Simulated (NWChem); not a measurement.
Species: NH4 cation; SMILES [NH4+]

```xyz
5

N      0.0000     0.0000     0.0000
H     -0.5910    -0.5910    -0.5910
H      0.5910     0.5910    -0.5910
H     -0.5910     0.5910     0.5910
H      0.5910    -0.5910     0.5910
```
Atoms are numbered in this order, from 1.

Geometry: optimised at PBE0-D3(BJ)/def2-TZVP.

 Unshifted, non-relativistic core excitations; the lowest 4 roots alone, so stronger bands may lie above.

Task: List the first N K-edge excitations from B3LYP/6-311G** (spherical d), restricted-window TDA (NWChem).

Result: 
```tsv
state	energy (eV)	dipole oscillator strength	leading excitation (squared amplitude)
S1	392.0	0.0000	1s of atom 1 or its equivalents → LUMO (1.00)
S2	393.5	0.0359	1s of atom 1 or its equivalents → LUMO+1 (0.99)
S3	393.5	0.0359	1s of atom 1 or its equivalents → LUMO+2 (0.98)
S4	393.5	0.0359	1s of atom 1 or its equivalents → LUMO+3 (0.98)
```
